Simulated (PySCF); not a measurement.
## Circular dichroism: SMILES C=C(Cl)/C(Cl)=C\C=O, C5H4Cl2O

Molfile (atoms numbered from 1):
```
C5H4Cl2O
     RDKit          3D

 12 11  0  0  0  0  0  0  0  0999 V2000
   -1.7167    0.4188   -0.0016 C   0  0  0  0  0  0  0  0  0  0  0  0
   -0.9403   -0.3445   -0.7615 C   0  0  0  0  0  0  0  0  0  0  0  0
   -1.3592   -0.6765   -2.4106 Cl  0  0  0  0  0  0  0  0  0  0  0  0
    0.2899   -0.9929   -0.3025 C   0  0  0  0  0  0  0  0  0  0  0  0
    0.4143   -2.6605   -0.7110 Cl  0  0  0  0  0  0  0  0  0  0  0  0
    1.2682   -0.3999    0.4004 C   0  0  0  0  0  0  0  0  0  0  0  0
    1.3242    1.0239    0.7160 C   0  0  0  0  0  0  0  0  0  0  0  0
    2.1128    1.5118    1.4846 O   0  0  0  0  0  0  0  0  0  0  0  0
   -2.6149    0.8659   -0.3888 H   0  0  0  0  0  0  0  0  0  0  0  0
   -1.4791    0.5900    1.0328 H   0  0  0  0  0  0  0  0  0  0  0  0
    2.1109   -0.9841    0.7438 H   0  0  0  0  0  0  0  0  0  0  0  0
    0.5911    1.6471    0.1724 H   0  0  0  0  0  0  0  0  0  0  0  0
  1  2  2  0
  2  3  1  0
  2  4  1  0
  4  5  1  0
  4  6  2  0
  6  7  1  0
  7  8  2  0
  1  9  1  0
  1 10  1  0
  6 11  1  0
  7 12  1  0
M  END
```

Method: PySCF 2.14.0, TDDFT PBE0/def2-SVPD circular dichroism and optical rotation, one conformer, gas phase. Geometry: GFN2-xTB.

No stereocentre is labelled: unless the shape is locked (an allene, a helicene, a hindered biaryl), the mirror image is equally populated and a measured rotation or CD is zero.

Q: Which excitations and rotatory strengths does the calculation give?

A: Rotatory strengths R in 10⁻⁴⁰ esu² cm², velocity form and length form (origin at the centre of mass); f in length form.
```csv
state,E (eV),λ (nm),f,R (velocity),R (length),main
1,3.36,369,0.002,-14.2,-14.7,"HOMO→LUMO 0.82, HOMO−1→LUMO 0.11"
2,4.67,266,0.103,+58.2,+59.2,"HOMO−1→LUMO 0.56, HOMO−2→LUMO 0.26"
3,5.10,243,0.152,+9.3,+8.5,"HOMO−2→LUMO 0.61, HOMO−1→LUMO 0.21"
4,5.42,229,0.041,-54.8,-55.5,"HOMO→LUMO+1 0.57, HOMO−3→LUMO 0.13"
5,5.58,222,0.010,-21.7,-22.5,HOMO−3→LUMO 0.76
6,5.80,214,0.016,-6.9,-6.8,HOMO−4→LUMO 0.90
7,5.99,207,0.167,+24.4,+25.3,"HOMO−1→LUMO+1 0.61, HOMO−2→LUMO+1 0.15"
8,6.35,195,0.056,+24.4,+26.1,"HOMO→LUMO+2 0.46, HOMO−2→LUMO+1 0.33"
9,6.56,189,0.041,-24.0,-24.0,"HOMO−2→LUMO+1 0.42, HOMO→LUMO+2 0.39"
10,6.80,182,0.028,+34.4,+34.2,HOMO−1→LUMO+2 0.77
11,6.94,179,0.004,+4.0,+3.9,HOMO−3→LUMO+1 0.87
12,7.09,175,0.070,+11.3,+12.7,HOMO−5→LUMO 0.79
13,7.14,174,0.005,-0.5,-3.9,HOMO−2→LUMO+2 0.56
14,7.28,170,0.015,+11.5,+11.3,"HOMO→LUMO+3 0.55, HOMO−4→LUMO+1 0.27"
15,7.30,170,0.033,+5.4,+6.2,"HOMO−4→LUMO+1 0.53, HOMO→LUMO+3 0.29"
16,7.39,168,0.026,+22.5,+22.9,"HOMO−6→LUMO 0.48, HOMO−7→LUMO 0.36"
```

Among the states computed, the strongest CD band (largest |R|) is state 2. The largest dissymmetry factor in size, g = 4R/(D+G), with D and G the electric and magnetic dipole strengths, is -0.045 for state 1 (velocity form, f = 0.002), among bands with |R| over 0.5. The mirror image has the same energies and oscillator strengths and all R with the opposite sign.
